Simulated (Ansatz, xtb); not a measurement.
## Isomers of C5H8BrF in order of energy

3 gas-phase structures of C5H8BrF, from a drawn sample of its isomers (lower ones may exist). Each was relaxed with GFN2-xTB; where two conformers were screened, the lower at r2SCAN-D4/def2-SVP//GFN2-xTB is listed:

A. `F[C@@H]1CCC[C@@H]1Br`, a singlet
B. `F[C@@H]1CCC[C@H]1Br`, a singlet
C. `FC1(Br)CCCC1`, a singlet

**Question.** Make a reasoned guess at their ranking by r2SCAN-D4/def2-SVP//GFN2-xTB single-point energy.

**Answer.** Calculated order at r2SCAN-D4/def2-SVP//GFN2-xTB: C (0.0), B (2.0), A (3.4) kcal/mol.

Energies above the lowest of each column, in kcal/mol; the last columns are at r2SCAN-D4/def2-SVP geometries:

```
structure  GFN2-xTB  HF/STO-3G  r2SCAN-D4/def2-SVP//GFN2-xTB  r2SCAN-D4/def2-SVP  CCSD(T)/def2-SVP + ΔMP2/def2-TZVPP
        C       0.8        0.0                           0.0                 0.0                                 0.8
        B       0.0        3.6                           2.0                 1.0                                 0.0
        A       3.7        3.1                           3.4                 3.1                                 2.2
```

CCSD(T)/def2-SVP + ΔMP2/def2-TZVPP has B and C within 1 kcal/mol of each other at the bottom, and every level picks one of them. CCSD(T)/def2-SVP + ΔMP2/def2-TZVPP orders those it was run on as B (0.0), C (0.8), A (2.2) kcal/mol. Less than 1 kcal/mol parts B and C, so the order within that pair means little. Flexible structures stand in one conformer each, not always the lowest. ΔMP2 is the change of the MP2 energy from the smaller to the larger basis.

Programs: Ansatz 0.2.0, xtb 6.7.1.
